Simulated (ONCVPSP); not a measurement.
Varying the ONCV potential for Ir

Base potential:

```json
{
  "Element": "Ir",
  "Generator": "ONCVPSP 4.0.1",
  "Type": "optimised norm-conserving Vanderbilt (ONCV)",
  "Functional": "BLYP",
  "Relativity": "scalar-relativistic",
  "Frozen core": "[Kr] 4d10 4f14",
  "Valence charge": "17",
  "Reference configuration": "5s2 5p6 5d7 6s1.75 (charge +0.25)",
  "Partial waves": "5s+6s: rc 1.70 bohr, ncon 4, nbas 8, qcut 7.5 1/bohr, 3 projectors, debl 3.4 Ha; 5p: rc 1.15 bohr, ncon 4, nbas 9, qcut 8.6 1/bohr, 1 projector; 5d: rc 2.00 bohr, ncon 4, nbas 8, qcut 7.1 1/bohr, 2 projectors, debl 3.8 Ha",
  "Local potential": "polynomial inside 1.10 bohr (lpopt 5, dvloc0 1 Ha)",
  "Core correction": "Teter function, fcfact 3.25, rcfact 1.05"
}
```

Cutoffs, loose and tight: the cutoffs (Ha) at which the residual kinetic energy of the hardest occupied pseudo-wave falls to 1 and 0.1 mHa per electron. They do not see the model core or the augmentation charge, which bear on the density cutoff. Test errors are all-electron minus pseudo excitation energies from the reference, over the configurations 5s2 5p6 5d7 6s2; 5s2 5p6 5d7 6s1; 5s2 5p6 5d7 6s0; 5s2 5p6 5d5 6s0. A dash means not determined; rows that change the core or the reference have their own tests.

| change | outcome | cutoff, loose | cutoff, tight | bound ghosts | GHOST(+) flags above zero | largest test error (meV) |
| --- | --- | --- | --- | --- | --- | --- |
| base | generated | 35 Ha | 127 Ha | none | s | -22 |
| all radii but the core radius scaled by about 0.86 (s 1.46, p 0.98, d 1.72 bohr); local potential polynomial inside 0.94 bohr (lpopt 5, dvloc0 1 Ha) | generated | 37 Ha | 93 Ha | none | s, p | -22 |
| all radii but the core radius scaled by about 1.14 (s 1.94, p 1.32, d 2.28 bohr); local potential polynomial inside 1.26 bohr (lpopt 5, dvloc0 1 Ha) | generated | 31 Ha | 38 Ha | none | s, d | -14 |
| all radii but the core radius scaled by about 1.25 (s 2.12, p 1.44, d 2.50 bohr); local potential polynomial inside 1.38 bohr (lpopt 5, dvloc0 1 Ha) | generated | 28 Ha | 33 Ha | none | s | -17 |
| all radii but the core radius scaled by about 1.29 (s 2.20, p 1.48, d 2.58 bohr); local potential polynomial inside 1.42 bohr (lpopt 5, dvloc0 1 Ha) | generated | 27 Ha | 32 Ha | none | s | +20 |

**Question.** What comes out with this change to the base: all radii but the core radius scaled by about 0.94 (s 1.60, p 1.08, d 1.88 bohr); local potential polynomial inside 1.02 bohr (lpopt 5, dvloc0 1 Ha)?

**Answer.** outcome: generated; cutoff, loose: 37 Ha; cutoff, tight: 141 Ha; bound ghosts: none; GHOST(+) flags above zero: s; largest test error (meV): -23.

**Question.** What comes out with this change to the base: all radii but the core radius scaled by about 0.79 (s 1.34, p 0.92, d 1.58 bohr); local potential polynomial inside 0.88 bohr (lpopt 5, dvloc0 1 Ha)?

**Answer.** outcome: generated; cutoff, loose: 134 Ha; cutoff, tight: 321 Ha; bound ghosts: none; GHOST(+) flags above zero: s; largest test error (meV): -19.

**Question.** What comes out with this change to the base: all radii but the core radius scaled by about 1.07 (s 1.82, p 1.24, d 2.14 bohr); local potential polynomial inside 1.18 bohr (lpopt 5, dvloc0 1 Ha)?

**Answer.** outcome: generated; cutoff, loose: 33 Ha; cutoff, tight: 74 Ha; bound ghosts: none; GHOST(+) flags above zero: s; largest test error (meV): -17.

Reading the sweep of the scale of all radii but the core radius (base = 1) (base included, trends over the rows without a ghost): The loose cutoff falls from 134 Ha at 0.79 to 27 Ha at 1.29. A larger radius leaves more room for a smooth pseudo-wave, so fewer plane waves are needed; a smaller one forces it to follow the all-electron wave where it bends sharply. The median size of the test errors (rows with all tests solved) rises from 4.8 meV at 0.79 to 11.1 meV at 1.29, with one reversal. More of the atom is replaced by a form fitted at one configuration, so other configurations suffer as the radius grows.
